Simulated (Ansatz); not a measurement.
**Molecular dynamics of H**

Input file:

```yaml
accuracy: low
crystal:
  lattice:
    - [6.0, 0.0, 0.0]
    - [0.0, 6.0, 0.0]
    - [0.0, 0.0, 6.0]
  atoms:
    - { symbol: H, position: [0.3519807, -0.04325239, 0.22064577] }
    - { symbol: H, position: [0.32853916, -0.16366166, 0.18615647] }
    - { symbol: H, position: [0.91895988, 1.0255034, 0.46475092] }
    - { symbol: H, position: [0.94702353, 0.9401147, 0.37281895] }
    - { symbol: H, position: [0.58818607, 0.89973722, 0.7815002] }
    - { symbol: H, position: [0.62081054, 0.86433936, 0.66253034] }
    - { symbol: H, position: [0.99091723, 0.48934475, 0.6521115] }
    - { symbol: H, position: [0.87578152, 0.52549351, 0.69776261] }
    - { symbol: H, position: [0.53364136, 0.59926938, 0.34086544] }
    - { symbol: H, position: [0.64999157, 0.57478069, 0.3899537] }
    - { symbol: H, position: [0.63499506, 0.28413895, 0.10761496] }
    - { symbol: H, position: [0.5810567, 0.18694191, 0.04443391] }
    - { symbol: H, position: [0.21919393, 0.06821652, 0.78004653] }
    - { symbol: H, position: [0.14213266, 0.13129061, 0.86027491] }
    - { symbol: H, position: [0.32147504, 0.33457092, 0.4571881] }
    - { symbol: H, position: [0.23114233, 0.24802616, 0.42613249] }
basis:
  ecutwfc: 420.0
kpoints:
  mp_grid: { grid: [1, 1, 1] }
hamiltonian:
  xc: lda
scf:
  occupations: { method: fermi_dirac, width: 0.05 }
  lower_state_search: "off"
md:
  timestep: 0.75
  n_steps: 300
  ensemble: nvt_langevin
  temperature: 250.0
  initial_velocities: maxwell_boltzmann
  seed: 848727
  friction: 0.02
```

Run as:

```bash
$ ansatz run input.yaml --threads 1 --pin off --max-ram 3072MiB --backend cpu --events-out ev --progress --plain --runs-dir out
```

It starts from a partly relaxed structure (largest force component 0.16 eV/Å).

Output, in part (step lines):

```
md step     0: t =     0.00 fs  T =   234.4 K  F+E_penalty+E_count = -248.07671979 eV  E_kin = 0.484725 eV  (6 SCF iters)
md step     1: t =     0.75 fs  T =   202.0 K  F+E_penalty+E_count = -248.03786300 eV  E_kin = 0.417865 eV  (6 SCF iters)
md step     2: t =     1.50 fs  T =   158.3 K  F+E_penalty+E_count = -247.97340372 eV  E_kin = 0.327314 eV  (6 SCF iters)
md step     3: t =     2.25 fs  T =   164.3 K  F+E_penalty+E_count = -247.96452612 eV  E_kin = 0.339754 eV  (5 SCF iters)
md step     4: t =     3.00 fs  T =   202.8 K  F+E_penalty+E_count = -248.02470765 eV  E_kin = 0.419498 eV  (6 SCF iters)
md step     5: t =     3.75 fs  T =   224.0 K  F+E_penalty+E_count = -248.06424339 eV  E_kin = 0.463365 eV  (5 SCF iters)
md step     6: t =     4.50 fs  T =   195.1 K  F+E_penalty+E_count = -248.02025603 eV  E_kin = 0.403476 eV  (5 SCF iters)
md step     7: t =     5.25 fs  T =   164.2 K  F+E_penalty+E_count = -247.94844353 eV  E_kin = 0.339621 eV  (5 SCF iters)
[... lines left out ...]
md step   299: t =   224.25 fs  T =   189.3 K  F+E_penalty+E_count = -247.84233470 eV  E_kin = 0.391453 eV  (5 SCF iters)
md step   300: t =   225.00 fs  T =   193.5 K  F+E_penalty+E_count = -247.83989660 eV  E_kin = 0.400104 eV  (6 SCF iters)
```

The steps, from the saved trajectory:

```csv
time (fs),T (K),potential energy less start (eV)
0.0,234,0.000
7.5,241,0.033
15.0,158,0.135
22.5,160,0.195
30.0,179,0.224
37.5,170,0.216
45.0,193,0.192
52.5,221,0.183
60.0,178,0.197
67.5,200,0.211
75.0,193,0.212
82.5,184,0.325
90.0,171,0.318
97.5,179,0.274
105.0,235,0.181
112.5,361,0.175
120.0,328,0.236
127.5,288,0.209
135.0,302,0.185
142.5,259,0.218
150.0,205,0.216
157.5,225,0.238
165.0,189,0.309
172.5,174,0.287
180.0,221,0.224
187.5,243,0.207
195.0,258,0.182
202.5,260,0.221
210.0,186,0.290
217.5,195,0.317
225.0,193,0.237
```

All steps were run. A run of 0.23 ps of so small a system gives no equilibrium averages. Limits of this set-up: coarse k mesh, low accuracy level.

Mean squared displacements from the first frame to the last, about the centre of mass: H 1.56 Å².

Last frame:

```xyz
16
Lattice="6.0000 0.0000 0.0000 0.0000 6.0000 0.0000 0.0000 0.0000 6.0000" Properties=species:S:1:pos:R:3
H 1.430 -0.027 1.748
H 1.694 0.284 1.060
H 4.003 6.219 3.204
H 4.634 6.559 3.066
H 2.122 7.714 5.774
H 2.144 7.187 5.222
H 3.924 3.717 4.364
H 4.421 3.212 4.628
H 4.348 4.838 1.254
H 3.884 4.467 1.797
H 2.985 2.370 1.471
H 3.667 2.065 1.552
H -0.752 1.734 6.357
H -0.680 0.998 6.559
H 1.030 2.006 2.702
H 0.852 2.213 3.424
```

Run time: 66 s on 1 thread of Intel(R) Xeon(R) Platinum 8488C (Sapphire Rapids), on a shared host, peak memory 0.34 GiB.
